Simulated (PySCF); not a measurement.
# Partial charges of `CN1C[SiH2][Si@H](P)C1`

Compound: C₃H₁₂NPSi₂.
Cartesian coordinates in Å at the GFN2-xTB level; atoms count from 1:
```
atom  x, y, z in Å
C1    -1.5081    1.1326   -0.5360
N2    -1.2841   -0.2402   -0.9181
C3    -1.3380   -1.1441    0.2167
Si4    0.2390   -1.0177    1.3361
Si5    1.5079   -0.3241   -0.4886
P6     2.4422    1.7217   -0.5834
C7    -0.0486   -0.4017   -1.6576
H8    -2.4595    1.2094   -0.0111
H9    -0.7156    1.5347    0.1181
H10   -1.5554    1.7496   -1.4327
H11   -2.2663   -0.9566    0.7570
H12   -1.4037   -2.1601   -0.1833
H13    0.0355   -0.0605    2.4326
H14    0.5100   -2.3242    1.9373
H15    2.5334   -1.2301   -1.0353
H16    3.5711    1.3496    0.1204
H17    1.8309    2.2171    0.5542
H18   -0.0230    0.3399   -2.4566
H19   -0.0776   -1.3859   -2.1315
```

Density: PBE0/pcSseg-1 (PySCF); schemes: Mulliken, IAO, Hirshfeld and ESP-fitted. The structure is a single GFN2-xTB conformer in the gas phase; no vibrational or solvent corrections.

Atoms with like bonding are taken together and averaged. Which atoms carry the highest charge in the Mulliken, IAO, Hirshfeld and ESP-fitted schemes?

The schemes don't all agree: Mulliken Si4 (+0.310); IAO Si4 (+0.374); Hirshfeld Si4 (+0.214); ESP-fitted Si5 (+0.176).

At which atom do the 4 schemes differ most?

At N2: from -0.544 (Mulliken) to -0.099 e (Hirshfeld), 0.445 e apart.

What partial charge does each atom carry?

In e; atoms taken as equivalent share a row and are averaged (×n: the atom named and its like, n in all):

```json
{"atom": "C1", "environment": "N-methyl carbon", "Mulliken": "-0.095", "IAO": "-0.300", "Hirshfeld": "-0.072", "ESP-fitted": "-0.382"}
{"atom": "N2", "environment": "tertiary amine nitrogen", "Mulliken": "-0.544", "IAO": "-0.222", "Hirshfeld": "-0.099", "ESP-fitted": "-0.390"}
{"atom": "C3", "environment": "sp3 carbon bound to nitrogen", "Mulliken": "-0.293", "IAO": "-0.408", "Hirshfeld": "-0.113", "ESP-fitted": "-0.084"}
{"atom": "Si4", "environment": "SiH2 silicon", "Mulliken": "+0.310", "IAO": "+0.374", "Hirshfeld": "+0.214", "ESP-fitted": "+0.043"}
{"atom": "Si5", "environment": "SiH silicon", "Mulliken": "+0.149", "IAO": "+0.349", "Hirshfeld": "+0.192", "ESP-fitted": "+0.176"}
{"atom": "P6", "environment": "three-coordinate phosphorus", "Mulliken": "-0.178", "IAO": "-0.085", "Hirshfeld": "-0.024", "ESP-fitted": "-0.336"}
{"atom": "C7", "environment": "sp3 carbon bound to nitrogen", "Mulliken": "-0.275", "IAO": "-0.404", "Hirshfeld": "-0.116", "ESP-fitted": "-0.105"}
{"atom": "H8/H9/H10", "environment": "methyl hydrogen", "Mulliken": "+0.110", "IAO": "+0.130", "Hirshfeld": "+0.038", "ESP-fitted": "+0.168"}
{"atom": "H11", "environment": "methylene hydrogen", "Mulliken": "+0.138", "IAO": "+0.149", "Hirshfeld": "+0.042", "ESP-fitted": "+0.122"}
{"atom": "H12", "environment": "methylene hydrogen", "Mulliken": "+0.146", "IAO": "+0.147", "Hirshfeld": "+0.039", "ESP-fitted": "+0.107"}
{"atom": "H13", "environment": "Si–H hydrogen", "Mulliken": "-0.041", "IAO": "-0.101", "Hirshfeld": "-0.079", "ESP-fitted": "-0.033"}
{"atom": "H14", "environment": "Si–H hydrogen", "Mulliken": "-0.045", "IAO": "-0.094", "Hirshfeld": "-0.076", "ESP-fitted": "-0.035"}
{"atom": "H15", "environment": "Si–H hydrogen", "Mulliken": "-0.007", "IAO": "-0.087", "Hirshfeld": "-0.077", "ESP-fitted": "-0.036"}
{"atom": "H16/H17", "environment": "P–H hydrogen", "Mulliken": "+0.057", "IAO": "-0.004", "Hirshfeld": "-0.012", "ESP-fitted": "+0.113"}
{"atom": "H18", "environment": "methylene hydrogen", "Mulliken": "+0.143", "IAO": "+0.150", "Hirshfeld": "+0.040", "ESP-fitted": "+0.120"}
{"atom": "H19", "environment": "methylene hydrogen", "Mulliken": "+0.146", "IAO": "+0.148", "Hirshfeld": "+0.038", "ESP-fitted": "+0.105"}
```

Mean size of the charges over all atoms: IAO 0.180 e, Mulliken 0.155 e, ESP-fitted 0.147 e, Hirshfeld 0.071 e. Each set sums to the total charge, 0, to within 0.001 e. The Mulliken scheme counts on each atom the diagonal of the density matrix times the overlap matrix over that atom's basis functions. The ESP scheme fits charges at the nuclei, held to the total charge, to the electrostatic potential on points at 1.4 to 2.0 times the van der Waals radii.

Some averages cover members that differ in this geometry: H8/H9/H10, IAO +0.095 to +0.148; H8/H9/H10, Mulliken +0.087 to +0.124; H8/H9/H10, ESP-fitted +0.151 to +0.183; H8/H9/H10, Hirshfeld +0.021 to +0.047 e.

How closely do the schemes follow one another over all atoms?

Correlation coefficient and root-mean-square difference: IAO with Hirshfeld 0.93, 0.139 e; Mulliken with IAO 0.85, 0.115 e; Mulliken with Hirshfeld 0.79, 0.139 e; Mulliken with ESP-fitted 0.79, 0.125 e; IAO with ESP-fitted 0.70, 0.159 e; Hirshfeld with ESP-fitted 0.58, 0.148 e.

How many electrons does the Mulliken scheme count on C1?

Z − q = 6 − (-0.095) = 6.095.

Sum the charges by element, for elements with more than one atom.

```tsv
element	atoms	Mulliken	IAO	Hirshfeld	ESP-fitted
C	3	-0.663	-1.112	-0.300	-0.571
Si	2	+0.459	+0.723	+0.406	+0.218
H	12	+0.925	+0.696	+0.018	+1.078
```
